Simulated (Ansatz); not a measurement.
Consider the formal loss of a carbene: `CS[SiH](C)S` → `[CH2]` (triplet) + `C[SiH](S)S`.

Computed with Ansatz on PBE0-D4/def2-TZVP structures; ΔE is electronic, products minus reactants. CBS: MP2 limit from def2 TZ/QZ plus the TZ coupled-cluster correction, frozen cores. This one scheme is used for every species. DFT in def2-TZVPP. Triplets are unrestricted, without spin–orbit coupling. One conformer a species, not always the lowest.

CCSD(T)/CBS gives +101.6 kcal/mol.

Another level gave +95.5 kcal/mol. Which?
A. ωB97X-V/def2-TZVPP
B. CAM-B3LYP-D4/def2-TZVPP
C. RPA@PBE/def2-TZVPP
D. revPBE/def2-TZVPP

D. revPBE 95.5, CAM-B3LYP-D4 100.6, ωB97X-V 104.0, RPA@PBE/def2-TZVPP 96.7 kcal/mol.

Largest T1 diagnostic among the species: 0.011.

From r2SCAN to r2SCAN0 (25 % exact exchange), in def2-TZVPP and without D4, ΔE moves by −1.2 kcal/mol. The D4 term adds +3.4 kcal/mol with B3LYP and +1.9 kcal/mol with PBE0; it sums over pairs of atoms, weighted by their polarisabilities, and B3LYP, whose exchange is more repulsive, gets the larger term.

B3LYP here is the variant with VWN-RPA as its local correlation; programs differ in this.
